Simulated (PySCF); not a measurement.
## How the method changes the constants of GePb

State: ³Σ⁻ (triplet), unpaired electrons π ↑↑. Set-up: basis Ge cc-pVDZ-PP with ECP10, Pb cc-pVDZ-PP with ECP60; scalar-relativistic core potentials; PySCF 2.14. De refers to Ge + Pb in their high-spin ground configurations, without counterpoise correction. The functionals are run spin-unrestricted. A positive dipole means Ge(−)Pb(+).

| Level | Re (Å) | ωe (cm⁻¹) | De (eV) | μ (D) |
| --- | --- | --- | --- | --- |
| UHF | 2.613 | 233 | 0.72 | 1.39 |
| UHF-MP2 | 2.666 | 206 | 1.97 | n/a |
| UHF-SCS-MP2 | 2.657 | 211 | 1.73 | n/a |
| UHF-CCSD | 2.665 | 210 | 1.81 | n/a |
| UHF-CCSD(T) | 2.683 | 203 | 1.97 | n/a |
| LDA | 2.654 | 205 | 3.28 | 0.76 |
| PBE | 2.700 | 195 | 2.68 | 1.00 |
| BP86 | 2.702 | 194 | 2.69 | 0.91 |
| r²SCAN | 2.660 | 207 | 2.48 | 1.14 |
| PBE0 | 2.651 | 212 | 2.40 | 1.12 |
| B2PLYP | 2.680 | 201 | 2.28 | 1.10 |

Which functional lies closest to UHF-CCSD(T) in De, which farthest, and by how much do they differ from it?

Closest is B2PLYP (-0.3 pm in Re, -1.0 % in ωe, +0.31 eV in De against UHF-CCSD(T) in the same basis), farthest LDA (-2.9 pm in Re, +1.0 % in ωe, +1.31 eV in De). CCSD(T) converges more slowly with the basis than the functionals do and binds too weakly in this one, so the order can change at the basis-set limit.

What does a quarter of exact exchange do here, going from PBE to PBE0?

PBE0 less PBE: -4.9 pm in Re, +8.7 % in ωe, -0.28 eV in De. Exact exchange removes part of the self-interaction that spreads semilocal densities, and in most molecules shortens and stiffens the bond and lowers De; so it does here.

What does the step from GGA to meta-GGA do here, going from PBE to r²SCAN?

r²SCAN less PBE: -4.0 pm in Re, +6.2 % in ωe, -0.20 eV in De. 

Correlated steps freeze 8 core orbitals. Correlated levels converge slowly with the basis: in double zeta they bind strong bonds too weakly, by up to about 1 eV, and carry superposition errors of some tenths. Spin–orbit coupling is left out, which matters for elements this heavy, above all for dissociation energies. B2PLYP dipoles, levels and charges come from its SCF part alone. The state is the lowest determinant that a PBE0 search found; another state may lie lower at other levels.
